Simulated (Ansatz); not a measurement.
Calculated with Ansatz (gas phase, PBE0-D4/def2-TZVP geometries, no zero-point term in ΔE). CCSD(T)/CBS adds triple-zeta CCSD(T) − MP2 to the extrapolated MP2 energy (def2 sets, frozen cores). DFT in def2-TZVPP. For Ge outer-core shells are correlated without core-valence functions, which leaves a few kJ/mol of doubt a bond. Scalar relativity is left out up to krypton. One conformer a species, not always the lowest.

Reaction (redistribution): `C[Si](N)(F)Cl` + `[BH2][GeH]([CH3])[NH2]` → `B[Si](C)(F)Cl` + `[CH3][GeH]([NH2])[NH2]`

`C[Si](N)(F)Cl`:

```xyz
10

C     0.824   -0.632    0.966
Si   -0.057    0.596   -0.088
N    -1.060   -0.146   -1.231
F     1.052    1.545   -0.739
Cl   -1.247    1.849    1.013
H     0.113   -1.233    1.535
H     1.493   -0.126    1.664
H     1.427   -1.302    0.347
H    -1.815    0.356   -1.667
H    -0.731   -0.907   -1.801
```

`[BH2][GeH]([CH3])[NH2]`:

Z-matrix (Å, degrees):
```
Ge
C 1 1.972
N 1 1.851 2 113.2
B 1 2.057 2 109.8 3 -122.3
H 1 1.546 2 107.2 3 115.4
H 2 1.092 1 110.7 3 -176.3
H 2 1.091 1 110.8 3 63.0
H 2 1.091 1 109.5 3 -56.6
H 3 1.011 1 114.9 2 55.2
H 3 1.011 1 113.9 2 -70.6
H 4 1.196 1 121.8 2 109.2
H 4 1.196 1 120.5 2 -68.6
```

`B[Si](C)(F)Cl`:

Z-matrix (Å, degrees):
```
Si
C 1 1.849
F 1 1.600 2 107.6
B 1 1.997 2 120.2 3 -131.1
Cl 1 2.070 2 109.4 3 116.2
H 2 1.093 1 110.5 3 63.2
H 2 1.092 1 110.4 3 -176.8
H 2 1.092 1 110.4 3 -56.7
H 4 1.195 1 120.2 2 -33.4
H 4 1.194 1 121.2 2 152.4
```

`[CH3][GeH]([NH2])[NH2]`:

Cartesian coordinates in Å:
```
C 1.640 -0.062 -0.402
Ge -0.103 -0.111 0.452
N -0.764 1.592 0.636
N -1.194 -1.074 -0.686
H 2.057 -1.065 -0.500
H 1.548 0.377 -1.397
H 2.326 0.547 0.188
H -0.035 -0.670 1.895
H -1.426 1.709 1.389
H -1.162 1.976 -0.211
H -0.780 -1.921 -1.050
H -2.107 -1.299 -0.315
```

```
             level  ΔE (kcal/mol)  difference from CCSD(T)/CBS
           PBE0-D4           14.9                         -0.6
           ωB97X-V           14.8                         -0.7
           ωB97M-V           15.9                          0.4
            B2PLYP           15.1                         -0.4
               PBE           13.8                         -1.7
              PBE0           14.8                         -0.7
     HF/def2-TZVPP           15.5                          0.0
SCS-MP2/def2-TZVPP           14.9                         -0.6
      HF/CBS(def2)           15.6                          0.1
    CCSD/CBS(def2)           15.8                          0.3
       CCSD(T)/CBS           15.5                            0
```

Largest T1 diagnostic among the species: 0.011.

From PBE to PBE0 (25 % exact exchange), in def2-TZVPP and without D4, ΔE moves by +1.0 kcal/mol.
